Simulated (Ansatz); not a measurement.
Total energies of C$_{2}$H$_{4}$IN, SMILES `C=C(N)I`.

Cartesian coordinates in Å:
```
C -0.752 -0.815 0.514
C 0.091 -0.152 -0.271
N 0.417 1.183 -0.203
I 0.987 -1.119 -1.903
H -1.024 -1.841 0.322
H -1.200 -0.317 1.368
H 1.356 1.423 -0.478
H 0.125 1.638 0.651
```

Total charge 0; spin multiplicity 1. Correlated methods include outer-core shells of I, which these sets cover unevenly. I: def2 effective core potential. All single points use the PBE0-D4/def2-TZVP geometry. It is one conformer, not always the lowest. Basis def2-TZVPP, Ansatz 0.2.0.

RPA on PBE orbitals: Hartree–Fock energy of these orbitals -429.15507 Eh, correlation -1.47969 Eh (frozen core).

```csv
functional,kind,energy without D4 (Eh),D4 term (kJ/mol)
PBE0,"global hybrid, 25 % exact exchange",-430.96151,-14.5
LC-ωPBE,long-range corrected hybrid,-431.05229,–
```

Give the same for LDA (SPW92), PBE, revPBE, BLYP, r2SCAN, B97M-V, B3LYP, r2SCANh, r2SCAN0, HSE06 (plane-wave form), BHLYP, CAM-B3LYP, ωB97X-V, ωB97M-V, B2PLYP, PBE-QIDH. (An estimate is asked.)

Computed: 
| functional | kind | energy without D4 (Eh) | D4 term (kJ/mol) |
| --- | --- | --- | --- |
| LDA (SPW92) | LDA | -429.51750 | – |
| PBE | GGA | -430.92759 | -17.3 |
| revPBE | GGA | -431.11197 | -53.2 |
| BLYP | GGA | -431.00069 | -38.6 |
| r2SCAN | meta-GGA | -431.14556 | -3.9 |
| B97M-V | meta-GGA with VV10 | -431.08486 | – |
| B3LYP | global hybrid, 20 % | -431.20693 | -28.3 |
| r2SCANh | meta-GGA hybrid, 10 % | -431.12782 | -4.2 |
| r2SCAN0 | meta-GGA hybrid, 25 % | -431.10212 | -4.7 |
| HSE06 (plane-wave form) | screened hybrid | -430.95264 | -13.5 |
| BHLYP | global hybrid, 50 % | -430.97306 | -22.1 |
| CAM-B3LYP | range-separated hybrid | -431.04047 | -14.8 |
| ωB97X-V | range-separated hybrid GGA with VV10 | -431.05227 | – |
| ωB97M-V | range-separated hybrid meta-GGA with VV10 | -431.03122 | – |
| B2PLYP | double hybrid | -430.82572 | – |
| PBE-QIDH | double hybrid | -430.78685 | – |

B3LYP takes the VWN-RPA correlation (the form of Gaussian; ORCA's B3LYP/G). HSE06 is the plane-wave form, built on full-range PBE exchange. The double hybrids freeze the cores in their second-order part.

LC-ωPBE has ω = 0.4 bohr⁻¹.
